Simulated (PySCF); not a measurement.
C5H6O2, SMILES O=C1C=CCOC1. Coordinates come from a B3LYP-D3(BJ)/def2-SVP optimisation. One conformer was computed; it need not be the lowest.

Computed equilibrium geometry at B3LYP-D3(BJ)/def2-SVP (PySCF confirms it by a frequency run) as Cartesian coordinates in Å (one conformer of several):
```xyz
13

O      2.1341    -0.9071    -0.2221
C      1.0361    -0.3992    -0.1180
C      0.8143     1.0626    -0.1171
C     -0.4361     1.5543    -0.0780
C     -1.6289     0.6571     0.0833
O     -1.3004    -0.6078     0.5980
C     -0.2374    -1.2432    -0.0748
H      1.6987     1.6977    -0.2118
H     -0.6227     2.6296    -0.1736
H     -2.1511     0.5721    -0.8986
H     -2.3517     1.1083     0.7822
H     -0.0224    -2.1860     0.4467
H     -0.5085    -1.4921    -1.1253
```
